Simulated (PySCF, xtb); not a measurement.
Si(H)(F)(Et)(OH) (C₂H₇FOSi), SMILES CC[SiH](O)F.

GFN2-xTB run with xtb 6.7.1 at its own geometry gives an orbital gap of 6.70 eV and a dipole moment of 3.41 D.

The structure is a stationary point at PBE-D3(BJ)/def2-SVP. One conformer was computed; it need not be the lowest.

Q: What does PBE0/def2-TZVP run with PySCF give? (An estimate is asked for; the answer gives what the named calculation found.)

A: gap 9.04 eV (levels -8.52 and 0.52 eV), dipole 2.35 D.
